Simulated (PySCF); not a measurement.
A GIAO shielding run with PySCF 2.14 (density fitting, non-relativistic, gas phase) on SMILES O1[Si@@H](C#CC)[C@@H](F)CC1, C6H9FOSi:

```
$ OMP_NUM_THREADS=1 python probes_run.py task.json out

{"job": {"kind": "nmr", "xc": "PBE0", "basis": "pcSseg-1"}, "charge": 0, "multiplicity": 1}
C      3.909905     0.376156    -0.546747
C      2.486616     0.639497    -0.471677
C      1.287432     0.848848    -0.403221
Si    -0.495172     1.183486    -0.337634
O     -1.173237     0.927014     1.178064
C     -2.124730    -0.120955     1.187292
C     -2.704072    -0.264832    -0.221877
C     -1.548261    -0.160387    -1.205143
F     -0.837209    -1.354180    -1.211113
H      4.477716     1.305066    -0.710880
H      4.270227    -0.083211     0.386890
H      4.136909    -0.314723    -1.373631
H     -0.763516     2.575862    -0.793315
H     -1.640468    -1.065333     1.494632
H     -2.906077     0.113416     1.927383
H     -3.256023    -1.209426    -0.354809
H     -3.403985     0.565890    -0.418777
H     -1.891566     0.044043    -2.231934
```

Hardware: 1 thread of an Arm Neoverse N1, shared host. The job also computes population analyses, field gradients, ring-centre shieldings.

Problem. How large is the calculation?

Solution. 76 electrons, 205 basis functions and 1083 auxiliary functions.

Problem. How long does it take, and how much memory does it need?

Solution. 72 s of wall time, with 14 SCF cycles and 5 response iterations; peak memory 0.88 GiB. Times on a shared host scatter by some tens of per cent.

Problem. And these other runs on the same molecule and hardware: GIAO shielding at HF/pcSseg-1?

Solution. HF/pcSseg-1: 205 functions, 36 s.
